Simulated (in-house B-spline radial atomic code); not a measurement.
One electron outside the [He] 2s2 2p6 core: the chlorine ion Cl⁶⁺

Computed with an all-electron radial atomic-structure program (B-spline basis), no-pair Dirac-Coulomb Hamiltonian, finite nucleus. Rungs: frozen-core Dirac-Hartree-Fock (DHF); Brueckner orbitals from the second-order correlation potential; the same with the Coulomb interaction screened by the core and the hole-particle interaction summed; Breit and QED terms from differences of relaxed Dirac-Fock atoms, where computed. Partial waves beyond l = 6 are extrapolated. The tables show a selection of states; those near core-excited levels, with erratic corrections or far from their DHF start are never shown.

Command:
```bash
python run_mb.py task.json out
```
Settings (nuclear radius in fm, box in bohr, cutoff in hartree):
```
basis_form          2
Z                   17
core_configuration  [He] 2s2 2p6
rms_radius          3.3654
mass_number         35
speed_of_light      137.036
box_radius          30.171
lmax                6
intervals           67
virtual_cutoff      578.0
```

Cost of the run: 69 s on 1 thread of Intel(R) Xeon(R) Platinum 8259CL CPU @ 2.50GHz, on a shared host.

Removal energies (eV):

```csv
state,DHF,second order,screened,Breit + QED,final
3s1/2,113.68,114.229,114.224,-0.0271,114.197
3p1/2,98.4423,98.9739,98.9692,-0.0228,98.9464
3p3/2,98.2022,98.729,98.7243,-0.0128,98.7115
3d3/2,77.7303,78.2293,78.2311,-0.00298,78.2281
3d5/2,77.7194,?,?,?,?
4s1/2,56.4948,56.6834,56.6782,-0.00947,56.6687
4p1/2,50.8848,51.0781,51.0729,-0.0085,51.0644
4p3/2,50.796,50.988,50.9828,-0.00475,50.9781
4d3/2,43.4549,?,?,?,?
4d5/2,43.4491,43.632,43.6308,6.43e-05,43.6308
4f5/2,41.7229,41.7826,41.7843,-,-
4f7/2,41.7208,41.7804,41.782,-,-
5s1/2,33.8186,33.9003,33.8974,-,-
5p1/2,31.1563,31.2439,31.2409,-,-
5p3/2,31.1138,31.2009,31.1979,-,-
5d3/2,27.6231,27.7086,27.7074,-,-
5d5/2,27.6199,27.705,27.7038,-,-
5f5/2,26.7095,26.743,26.744,-,-
5f7/2,26.7084,26.7419,26.7429,-,-
5g7/2,26.6691,26.6779,26.6781,-,-
5g9/2,26.6684,26.6772,26.6774,-,-
```

(1) What does correlation do to 4d3/2?

(2) What does correlation do to 3d5/2?

(3) How does the lowest state compare with the NIST ionisation energy?

Electric-dipole lines from 3s1/2 (reduced matrix elements in atomic units, length form, static core polarisation, sign of DHF taken positive):

```
upper     DHF  + core polarisation  + Brueckner  λ (nm)   A (s⁻¹)
3p1/2   1.064                1.037        1.032    81.3  2.01e+09
3p3/2   1.506                1.468        1.461  80.067  2.11e+09
4p1/2  0.2041               0.2134       0.2153  19.639   6.2e+09
4p3/2  0.2829                0.296       0.2987  19.612  5.99e+09
```

(4) What radiative lifetime does 4s1/2 get from its electric-dipole decays?

Magnetic hyperfine constants per unit nuclear g factor (MHz, nucleus as a uniformly magnetised ball; they apply to isotopes with nuclear spin):

| state | DHF | + core polarisation | + Brueckner |
| --- | --- | --- | --- |
| 3s1/2 | 13720 | 15220 | 15530 |
| 3p1/2 | 3549 | 3992 | 4082 |
| 3p3/2 | 693.6 | 691.7 | 706.8 |
| 4s1/2 | 4828 | 5313 | 5389 |
| 4p1/2 | 1320 | 1474 | 1496 |
| 4p3/2 | 258.3 | 252.3 | 255.9 |

(5) What is the static scalar polarisability of 3s1/2?

## Answers

(1) It adds 0.1837 eV to the removal energy in second order and 0.1825 eV with screening; Breit and QED add -0.00144 eV, for a final 43.6359 eV.

(2) It adds 0.4972 eV to the removal energy in second order and 0.499 eV with screening; Breit and QED add 0.000227 eV, for a final 78.2186 eV.

(3) 3s1/2 is bound by 114.197 eV, without recoil; NIST lists 114.2013 ± 0.0006 eV (measured), a difference of -0.0047 eV.

(4) The rates to lower computed states sum to 2.19e+10 s⁻¹, a lifetime of 0.0456 ns.

(5) 1.963 bohr³: 0.05093 from the core and 1.912 from the valence electron, Pauli blocking included.
